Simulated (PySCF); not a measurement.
A series of related molecules.

All values: CAM-B3LYP/def2-SVPD (PySCF) at GFN2-xTB geometries, gas phase, one conformer each. Core orbitals are frozen in the response; Δα² is half the sum of the squared differences of the principal polarisabilities.

Task: Rank by polarisability anisotropy Δα, lowest first.
A. `[CH2:1]=[C:2]1[CH2:3][O:4][Si@H:5]([Cl:6])[CH2:7]1` with C1–C2–C3–O4 161°, C2–C3–O4–Si5 2°, C3–O4–Si5–Cl6 131°, O4–Si5–C7–C2 -19°
B. `Cl[Si@H]1CC(C)=CO1`
C. `CC1=C[Si@@H](Cl)OC1`
D. `[CH3:1][C@@H:2]1[CH2:3][O:4][Si@H:5]([Cl:6])[SiH2:7]1` with C1–C2–C3–O4 -76°, C2–C3–O4–Si5 -42°, C3–O4–Si5–Cl6 139°, O4–Si5–Si7–C2 8°

Result: D (2.41 Å³), B (4.15 Å³), C (5.25 Å³), A (5.80 Å³).

Task: Rank by dipole moment, highest first.
A. `[CH3:1][C@@H:2]1[CH2:3][O:4][Si@H:5]([Cl:6])[CH2:7]1` with C1–C2–C3–O4 -81°, C2–C3–O4–Si5 -30°, C3–O4–Si5–Cl6 130°, O4–Si5–C7–C2 14°
B. `C1(=C[Si@@H](Cl)OC1)C`
C. `[CH2:1]=[C:2]1[CH2:3][O:4][Si@H:5]([Cl:6])[CH2:7]1` with C1–C2–C3–O4 161°, C2–C3–O4–Si5 2°, C3–O4–Si5–Cl6 131°, O4–Si5–C7–C2 -19°

Result: B (3.06 D), A (2.56 D), C (2.09 D).

Task: Rank by HOMO–LUMO gap, highest first.
A. `O1[Si@H](Cl)C[C@@H](C1)C`
B. `C[C@@H]1CO[Si@H](Cl)[SiH2]1`
C. `CC1=C[Si@@H](Cl)OC1`
D. `CC1=CO[Si@@H](Cl)C1`

Result: A (10.72 eV), C (9.74 eV), B (9.59 eV), D (8.96 eV).

All values together:

| SMILES | change | formula | μ (D) | HOMO (eV) | LUMO (eV) | α (Å³) | Δα (Å³) | electrons | α per electron (Å³) |
| --- | --- | --- | --- | --- | --- | --- | --- | --- | --- |
| C[C@@H]1CO[Si@H](Cl)C1 | parent | C4H9ClOSi | 2.56 | -9.58 | 1.15 | 12.41 | 2.42 | 72 | 0.172 |
| C[C@@H]1CO[Si@H](Cl)[SiH2]1 | C replaced by Si | C3H9ClOSi2 | 2.56 | -9.00 | 0.60 | 15.04 | 2.41 | 80 | 0.188 |
| CC1=C[Si@@H](Cl)OC1 | C-C bond made double | C4H7ClOSi | 3.06 | -9.05 | 0.69 | 12.57 | 5.25 | 70 | 0.180 |
| CC1=CO[Si@@H](Cl)C1 | C-C bond made double | C4H7ClOSi | 2.17 | -7.84 | 1.12 | 12.44 | 4.15 | 70 | 0.178 |
| C=C1CO[Si@H](Cl)C1 | C-C bond made double | C4H7ClOSi | 2.09 | -8.74 | 0.77 | 12.57 | 5.80 | 70 | 0.180 |

Conformers: `[CH3:1][C@@H:2]1[CH2:3][O:4][Si@H:5]([Cl:6])[CH2:7]1` with C1–C2–C3–O4 -81°, C2–C3–O4–Si5 -30°, C3–O4–Si5–Cl6 130°, O4–Si5–C7–C2 14°; `[CH3:1][C@@H:2]1[CH2:3][O:4][Si@H:5]([Cl:6])[SiH2:7]1` with C1–C2–C3–O4 -76°, C2–C3–O4–Si5 -42°, C3–O4–Si5–Cl6 139°, O4–Si5–Si7–C2 8°; `[CH2:1]=[C:2]1[CH2:3][O:4][Si@H:5]([Cl:6])[CH2:7]1` with C1–C2–C3–O4 161°, C2–C3–O4–Si5 2°, C3–O4–Si5–Cl6 131°, O4–Si5–C7–C2 -19°.

Task: Give the shifts from the parent, `C[C@@H]1CO[Si@H](Cl)C1`.

Result: 
| SMILES | change in μ (D) | change in HOMO (eV) | change in LUMO (eV) | change in mean α (Å³) |
| --- | --- | --- | --- | --- |
| C[C@@H]1CO[Si@H](Cl)[SiH2]1 | 0.00 | +0.58 | -0.55 | +2.63 |
| CC1=C[Si@@H](Cl)OC1 | +0.50 | +0.53 | -0.46 | +0.16 |
| CC1=CO[Si@@H](Cl)C1 | -0.39 | +1.74 | -0.03 | +0.03 |
| C=C1CO[Si@H](Cl)C1 | -0.47 | +0.84 | -0.38 | +0.16 |
